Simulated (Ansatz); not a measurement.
A made-up structure of CH3Se, doublet:

C1  (-0.246, -0.556, 0.160)
Se2  (0.864, 0.897, 0.434)
H3  (2.022, 0.209, 1.117)
H4  (-0.875, -0.624, -0.713)
H5  (0.483, 1.620, -0.786)
(Å)

It is relaxed with PBE-D4/def2-SVP and then PBE0-D4/def2-TZVP (Ansatz 0.2.0). Atoms count as bonded within 1.22 times the sum of their covalent radii (H–H: 0.88 Å). The end point is not checked to be a true minimum.

Task: Does its bonding change? (Judge from chemistry; the calculation decides.)

Result: Computed: No: no bond forms or breaks.

Where it ends: The first stage lowers the energy by 1.74 eV in 9 steps. It ends as CH₃Se ([CH][SeH2]):
| atom | x (Å) | y (Å) | z (Å) |
| --- | --- | --- | --- |
| C1 | -0.1805 | -0.8467 | 0.1084 |
| Se2 | 0.5280 | 0.8533 | 0.4985 |
| H3 | 1.9173 | 0.4702 | 0.8178 |
| H4 | -1.0477 | -0.6053 | -0.5389 |
| H5 | 1.0307 | 1.6742 | -0.6734 |

Labels in which every atom is bracketed show which atoms are joined, not bond orders.

For scale, one of the runs: PBE0-D4/def2-TZVP relaxation, 97 basis functions, launched by `ansatz run in.yaml --threads 2 --pin off --events-out ev --progress --plain --max-ram 4352MiB`. The run took about 19 s on 2 CPU threads of an Arm Neoverse V1 (shared host).
